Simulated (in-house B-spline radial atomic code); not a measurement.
Orbital energies and mean radii along the 16-electron series, configuration [Ne] 3s2 3p4. The effective charge is n√(-2ε), a non-relativistic measure. Computed with a B-spline radial code for spherical atoms: non-relativistic Hartree-Fock, average of the configuration, point nuclei.

This level leaves out relativity, spin-orbit splitting included, which matters for heavy ions.

```json
{"ion": "Sb35+", "Z": "51", "energy of 1s (Eh)": "-1157.14", "mean radius of 1s (bohr)": "0.02981", "energy of 2p (Eh)": "-223.15", "mean radius of 2p (bohr)": "0.10807", "energy of 3p (Eh)": "-85.832", "mean radius of 3p (bohr)": "0.29489", "effective charge of 1s": "48.107"}
{"ion": "Te36+", "Z": "52", "energy of 1s (Eh)": "?", "mean radius of 1s (bohr)": "?", "energy of 2p (Eh)": "?", "mean radius of 2p (bohr)": "?", "energy of 3p (Eh)": "?", "mean radius of 3p (bohr)": "?", "effective charge of 1s": "?"}
{"ion": "I37+", "Z": "53", "energy of 1s (Eh)": "-1255.03", "mean radius of 1s (bohr)": "0.028671", "energy of 2p (Eh)": "-244.79", "mean radius of 2p (bohr)": "0.10359", "energy of 3p (Eh)": "-94.844", "mean radius of 3p (bohr)": "0.28154", "effective charge of 1s": "50.101"}
{"ion": "Xe38+", "Z": "54", "energy of 1s (Eh)": "-1305.48", "mean radius of 1s (bohr)": "0.028134", "energy of 2p (Eh)": "-255.99", "mean radius of 2p (bohr)": "0.10149", "energy of 3p (Eh)": "-99.516", "mean radius of 3p (bohr)": "0.2753", "effective charge of 1s": "51.098"}
{"ion": "Cs39+", "Z": "55", "energy of 1s (Eh)": "-1356.93", "mean radius of 1s (bohr)": "0.027617", "energy of 2p (Eh)": "-267.44", "mean radius of 2p (bohr)": "0.09947", "energy of 3p (Eh)": "-104.3", "mean radius of 3p (bohr)": "0.26934", "effective charge of 1s": "52.095"}
{"ion": "Ba40+", "Z": "56", "energy of 1s (Eh)": "-1409.38", "mean radius of 1s (bohr)": "0.027118", "energy of 2p (Eh)": "-279.14", "mean radius of 2p (bohr)": "0.09753", "energy of 3p (Eh)": "-109.19", "mean radius of 3p (bohr)": "0.26363", "effective charge of 1s": "53.092"}
{"ion": "La41+", "Z": "57", "energy of 1s (Eh)": "-1462.83", "mean radius of 1s (bohr)": "0.026637", "energy of 2p (Eh)": "-291.09", "mean radius of 2p (bohr)": "0.095664", "energy of 3p (Eh)": "-114.2", "mean radius of 3p (bohr)": "0.25816", "effective charge of 1s": "54.089"}
{"ion": "Ce42+", "Z": "58", "energy of 1s (Eh)": "-1517.28", "mean radius of 1s (bohr)": "0.026173", "energy of 2p (Eh)": "-303.29", "mean radius of 2p (bohr)": "0.093869", "energy of 3p (Eh)": "-119.32", "mean radius of 3p (bohr)": "0.25292", "effective charge of 1s": "55.087"}
{"ion": "Pr43+", "Z": "59", "energy of 1s (Eh)": "?", "mean radius of 1s (bohr)": "?", "energy of 2p (Eh)": "?", "mean radius of 2p (bohr)": "?", "energy of 3p (Eh)": "?", "mean radius of 3p (bohr)": "?", "effective charge of 1s": "?"}
{"ion": "Nd44+", "Z": "60", "energy of 1s (Eh)": "-1629.18", "mean radius of 1s (bohr)": "0.025291", "energy of 2p (Eh)": "-328.44", "mean radius of 2p (bohr)": "0.090472", "energy of 3p (Eh)": "-129.89", "mean radius of 3p (bohr)": "0.24304", "effective charge of 1s": "57.082"}
{"ion": "Pm45+", "Z": "61", "energy of 1s (Eh)": "-1686.62", "mean radius of 1s (bohr)": "0.024872", "energy of 2p (Eh)": "-341.39", "mean radius of 2p (bohr)": "0.088865", "energy of 3p (Eh)": "-135.34", "mean radius of 3p (bohr)": "0.23839", "effective charge of 1s": "58.08"}
{"ion": "Sm46+", "Z": "62", "energy of 1s (Eh)": "?", "mean radius of 1s (bohr)": "?", "energy of 2p (Eh)": "?", "mean radius of 2p (bohr)": "?", "energy of 3p (Eh)": "?", "mean radius of 3p (bohr)": "?", "effective charge of 1s": "?"}
{"ion": "Eu47+", "Z": "63", "energy of 1s (Eh)": "-1804.52", "mean radius of 1s (bohr)": "0.024074", "energy of 2p (Eh)": "-368.04", "mean radius of 2p (bohr)": "0.085815", "energy of 3p (Eh)": "-146.57", "mean radius of 3p (bohr)": "0.2296", "effective charge of 1s": "60.075"}
{"ion": "Gd48+", "Z": "64", "energy of 1s (Eh)": "-1864.97", "mean radius of 1s (bohr)": "0.023694", "energy of 2p (Eh)": "-381.74", "mean radius of 2p (bohr)": "0.084367", "energy of 3p (Eh)": "-152.36", "mean radius of 3p (bohr)": "0.22545", "effective charge of 1s": "61.073"}
{"ion": "Tb49+", "Z": "65", "energy of 1s (Eh)": "-1926.42", "mean radius of 1s (bohr)": "0.023326", "energy of 2p (Eh)": "-395.69", "mean radius of 2p (bohr)": "0.082967", "energy of 3p (Eh)": "-158.25", "mean radius of 3p (bohr)": "0.22144", "effective charge of 1s": "62.071"}
{"ion": "Dy50+", "Z": "66", "energy of 1s (Eh)": "-1988.87", "mean radius of 1s (bohr)": "0.022969", "energy of 2p (Eh)": "-409.89", "mean radius of 2p (bohr)": "0.081613", "energy of 3p (Eh)": "-164.26", "mean radius of 3p (bohr)": "0.21757", "effective charge of 1s": "63.069"}
{"ion": "Ho51+", "Z": "67", "energy of 1s (Eh)": "-2052.32", "mean radius of 1s (bohr)": "0.022623", "energy of 2p (Eh)": "-424.34", "mean radius of 2p (bohr)": "0.080302", "energy of 3p (Eh)": "-170.38", "mean radius of 3p (bohr)": "0.21384", "effective charge of 1s": "64.067"}
{"ion": "Er52+", "Z": "68", "energy of 1s (Eh)": "-2116.77", "mean radius of 1s (bohr)": "0.022287", "energy of 2p (Eh)": "-439.04", "mean radius of 2p (bohr)": "0.079033", "energy of 3p (Eh)": "-176.61", "mean radius of 3p (bohr)": "0.21023", "effective charge of 1s": "65.066"}
{"ion": "Tm53+", "Z": "69", "energy of 1s (Eh)": "-2182.22", "mean radius of 1s (bohr)": "0.021961", "energy of 2p (Eh)": "-453.99", "mean radius of 2p (bohr)": "0.077803", "energy of 3p (Eh)": "-182.95", "mean radius of 3p (bohr)": "0.20674", "effective charge of 1s": "66.064"}
```

**Question.** Fill in the row of Te36+.

**Answer.** energy of 1s (Eh): -1205.59; mean radius of 1s (bohr): 0.029229; energy of 2p (Eh): -233.85; mean radius of 2p (bohr): 0.10578; energy of 3p (Eh): -90.282; mean radius of 3p (bohr): 0.28806; effective charge of 1s: 49.104.

**Question.** Fill in the row of Pr43+.

**Answer.** energy of 1s (Eh): -1572.73; mean radius of 1s (bohr): 0.025724; energy of 2p (Eh): -315.74; mean radius of 2p (bohr): 0.092139; energy of 3p (Eh): -124.55; mean radius of 3p (bohr): 0.24788; effective charge of 1s: 56.084.

**Question.** Fill in the row of Sm46+.

**Answer.** energy of 1s (Eh): -1745.07; mean radius of 1s (bohr): 0.024466; energy of 2p (Eh): -354.59; mean radius of 2p (bohr): 0.087313; energy of 3p (Eh): -140.9; mean radius of 3p (bohr): 0.23391; effective charge of 1s: 59.077.

**Question.** How does the screening of 1s change?

**Answer.** Z less the effective charge goes from 2.89 at Z = 51 to 2.94 at Z = 69.
